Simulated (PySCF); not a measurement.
Atom-mapped SMILES (the numbers label the heavy atoms): `[CH3:1][SiH2:2][P:3]1[CH:4]=[CH:5][CH:6]([CH3:7])[CH:8]=[CH:9]1`. Hydrogens are named by the atom that carries them.

[PySCF 2.14.0 with density-fitted response routines: coordinates at the GFN2-xTB level; shielding tensors at PBE0/pcSseg-1 (GIAO); no relativistic terms; isolated molecule; one computed conformer; averaged over atoms made equivalent by symmetry, fast rotation or ring inversion]

δ = σ(ref) − σ, references computed at the same level: TMS for 13C (186.93 ppm), 1H (31.72 ppm), 29Si (349.16 ppm); 31P (318.38 ppm) against H3PO4.

| atoms | nucleus | count | Hirshfeld charge | δ (ppm) |
| --- | --- | --- | --- | --- |
| H(Si2) | 1H | 2 | -0.08 | 4.30 |
| H(C4)/H(C9) | 1H | 2 | 0.04 | 6.17 |
| H(C5)/H(C8) | 1H | 2 | 0.05 | 6.67 |
| H(C6) | 1H | 1 | 0.04 | 3.10 |
| H(C1) | 1H | 3 | 0.04 | ? |
| H(C7) | 1H | 3 | 0.04 | ? |
| C5/C8 | 13C | 2 | -0.04 | 142.3 |
| C6 | 13C | 1 | -0.03 | ? |
| C4/C9 | 13C | 2 | -0.11 | 129.2 |
| C1 | 13C | 1 | -0.21 | -9.8 |
| P3 | 31P | 1 | 0.07 | ? |
| C7 | 13C | 1 | -0.12 | 20.2 |
| Si2 | 29Si | 1 | 0.29 | -51.7 |

Problem. Fill in the missing shifts.

Solution. 
- C6: 36.9 ppm, allylic sp3 CH; a saturated carbon with 3 carbon neighbours and no heteroatom attached
- H(C7): 1.00 ppm, hydrogen on a methyl carbon
- H(C1): 0.08 ppm, hydrogen on a methyl carbon bonded to Si; an electropositive neighbour shields it, as in TMS itself
- P3: -129.8 ppm, phosphorus bonded to 2 C, Si, in a 6-membered ring

Shifts are as computed. Against solution values, carbons near 30 ppm lie about +3 ppm off and those near 130 ppm about +5 ppm. Of 1211 compounds with measured shifts, 218 miss one by over three times the rms of a fit or turn the order of signals round; such compounds aren't used in these exercises. Experimental scales use liquid or dissolved standards, which lie at an offset from isolated H3PO4.
